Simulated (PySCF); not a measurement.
NMR data simulated for an unnamed compound:

1H NMR (600 MHz, computed): δ 6.08 (m, 1H), 4.86 (s, 2H), 4.27 (m, 2H), 3.78 (s, 3H).

13C{1H} NMR (computed): δ 120.3 (CH), 67.7 (CH2), 49.8 (CH3).

Method: NMR shieldings at PBE0/pcSseg-1/GIAO, geometry from GFN2-xTB, in PySCF (equivalent nuclei averaged, no solvent, relativity neglected, one conformer).

Chemical shifts δ = σref − σ; 1H (31.72 ppm), 13C (186.93 ppm) vs TMS, all at this level.

**Question.** Which of these does the molecule contain: an OH group, a ketone, a Si–H bond, a nitrile?

**Answer.** 
- An OH group: no.
- A ketone: no.
- A Si–H bond: yes (δH 4.86 (s)).
- A nitrile: no.

The data belong to `InChI=1S/C3H8F2O2Si/c1-6-8-7-2-3(4)5/h3H,2,8H2,1H3`; they needn't prove each group on their own.

Carbon signals by region: 1 in the sp2 and nitrile region (100–160 ppm), 1 at 50–100 ppm, 1 below 50 ppm.

Splittings by 19F in the carbon and heteronuclear signals aren't shown, as no couplings were computed. Shifts are as computed. Against solution values, carbons near 30 ppm lie about +3 ppm off and those near 130 ppm about +5 ppm (rms about the fit 2.1 ppm; single classes can miss by 10 ppm). Of 1328 compounds with measured shifts, 309 miss one by over three times the rms of a fit or turn the order of signals round; such compounds aren't used in these exercises. Signals without a measured value on file couldn't be tested in this way; 1H shifts scatter by 0.2 ppm about their fit, and single ones miss by 0.5 ppm. No couplings were computed; multiplicities are counted from neighbouring protons, with m where these are inequivalent, close in shift, in a saturated or five-membered ring or joined by F or P, and br s for small geminal =CH2 splittings.
